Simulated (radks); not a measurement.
Valence configurations of the nickel ion Ni3+ (all share [Ar]). Method: Dirac Kohn-Sham, BLYP, spin-unpolarised, spherical densities, point nucleus; open shells are shared between the two j in proportion to 2j + 1; computed with a radial shooting solver on a logarithmic mesh with Libxc functionals. Energies are relative to 3d7; eigenvalues in eV.

valence      E (eV)  e(3d3/2)  e(3d5/2)  e(4p1/2)  e(4p3/2)  e(4s1/2)
3d7           0.000   -47.210   -46.938         -         -         -
3d6.5 4p0.5  11.350   -51.682   -51.399   -27.391   -27.149         -
3d6 4s1      15.799   -55.089   -54.795         -         -   -36.393
3d6 4p1      24.313   -56.336   -56.041   -28.733   -28.472         -
3d5.5 4s1.5  25.784   -59.321   -59.015         -         -   -37.689
3d5 4s2      37.278   -63.731   -63.413         -         -   -38.983
3d5 4s1 4p1  46.315   -64.930   -64.611   -30.770   -30.477   -39.656
3d5 4p2      55.438   -66.099   -65.779   -31.341   -31.043         -

NIST lists [Ar] 3d7 as the ground configuration; this level of theory agrees among the configurations tried. The energies are those of spherical spin-averaged densities, not of single terms.
